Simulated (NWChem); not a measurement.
CH$_{5}$BrGe; SMILES [CH3][GeH2][Br]

All runs: NWChem. All runs use the structure optimised with PBE-D3(BJ)/def2-SVP. Total energies compare along this basis series because the functional is fixed.

| level | basis functions | energy (Ha) | highest occupied level (eV) | orbital gap (eV) | dipole (D) |
|---|---|---|---|---|---|
| PBE/pcseg-1 | 93 | -4691.0253 | -6.71 | 5.53 | 2.35 |
| PBE/aug-pcseg-1 | 140 | -4691.0316 | -6.85 | 5.34 | 2.46 |
| PBE/pcseg-2 | 186 | -4691.6655 | -6.81 | 5.44 | 2.40 |
| PBE/STO-3G | 46 | -4638.8616 | -2.59 | 5.48 | 1.98 |
| PBE/def2-SVP | 103 | -4690.9437 | (withheld) | 5.55 | 2.33 |

Task: Some entries are withheld; supply them.

Result: 
- PBE/def2-SVP, highest occupied level (eV): -6.59
